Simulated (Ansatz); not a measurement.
H6In2O2, SMILES `[OH+]1[InH2-][OH+][InH2-]1`, relaxed with RKS PBE0-D4/def2-TZVP in Ansatz 0.2.0 from a GFN2-xTB geometry. The force threshold is 0.005 eV/Å; the program also tests the step.

Total charge 0; spin multiplicity 1. In takes the def2 core potential.

Start:

```xyz
10

O    -0.247   -1.344    0.010
In    1.096   -0.211   -1.281
O     0.239    1.345   -0.016
In   -1.082    0.207    1.293
H    -0.491   -2.271   -0.046
H     0.369   -0.098   -2.787
H     2.657   -0.484   -0.735
H     0.433    2.285   -0.005
H    -0.318    0.087    2.779
H    -2.656    0.484    0.788
```

```csv
step,energy (eV),largest force (eV/Å),largest move (Å)
1,-14538.4138,0.413,0.000
2,-14538.4542,0.364,0.137
3,-14538.5012,0.090,0.051
4,-14538.5484,0.500,0.200
5,-14538.5560,1.668,0.195
6,-14538.6021,0.143,0.092
7,-14538.6041,0.012,0.022
8,-14538.6041,0.002,0.008
```

End:

```xyz
10

O    -0.130   -1.367    0.112
In    1.071   -0.206   -1.265
O     0.128    1.367   -0.114
In   -1.070    0.206    1.265
H    -0.743   -1.974   -0.308
H     0.278   -0.343   -2.775
H     2.700   -0.229   -0.739
H     0.740    1.977    0.305
H    -0.273    0.342    2.774
H    -2.700    0.229    0.744
```

Run time 2.7 min (4 threads of an Intel Xeon on a shared host); peak host memory 0.64 GiB.
